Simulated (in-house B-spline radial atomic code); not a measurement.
## Ionising Ar8+ with different functionals

Computed with a B-spline radial code for spherical atoms: scalar-relativistic (spin-free X2C) Hamiltonian, Fermi nucleus of rms radius 3.4274 fm, spin-polarised at highest spin, spherical fractional occupations for the functionals, the average over the highest-spin determinants for Hartree-Fock. The ionisation energy is the difference of two self-consistent energies, [He] 2s2 2p6 → [He] 2s2 2p5, without Breit or QED terms; ε is the level of the shell that loses the electron (its least bound occupied spin orbital).

Hybrids are left out here: with spherical fractional occupations of an open shell their exact exchange keeps a self-interaction that integer-occupation calculations don't have.

| method | rung | ΔSCF (eV) | -ε(2p) (eV) |
| --- | --- | --- | --- |
| Hartree-Fock | Hartree-Fock | 421.79 | 424.89 |
| LDA VWN5 | LDA | 423.05 | 395.04 |
| LDA PW92 | LDA | 423.04 | 395.03 |
| LDA exchange-only | LDA | 420.39 | 392.50 |
| PBE | GGA | 423.26 | 395.26 |
| PBEsol | GGA | ? | ? |
| BLYP | GGA | 423.37 | 395.37 |
| RPBE | GGA | 423.20 | 395.21 |
| PW91 | GGA | 423.61 | 395.59 |
| BP86 | GGA | 423.51 | 395.46 |
| AM05 | GGA | 422.73 | 394.76 |
| OLYP | GGA | 424.20 | 396.40 |
| TPSS | meta-GGA | 423.87 | 395.98 |
| SCAN | meta-GGA | 425.94 | 398.57 |
| r2SCAN | meta-GGA | 425.73 | 398.36 |
| revTPSS | meta-GGA | ? | ? |

**Question.** What does revTPSS give?

**Answer.** ΔSCF 423.46 eV, and -ε(2p) = 395.62 eV.

**Question.** What does PBEsol give?

**Answer.** ΔSCF 422.86 eV, and -ε(2p) = 394.89 eV.

**Question.** How do they compare with the NIST value?

**Answer.** NIST lists 422.60 eV ± 0.06 (semi-empirical, ground level to ground level). Errors run from -2.21 to +3.34 eV; AM05 is closest (+0.13 eV), but part of that can be cancellation, since the calculations leave out spin-orbit coupling, Breit-QED terms, multiplet and fine-structure energies. Hartree-Fock also lacks correlation.
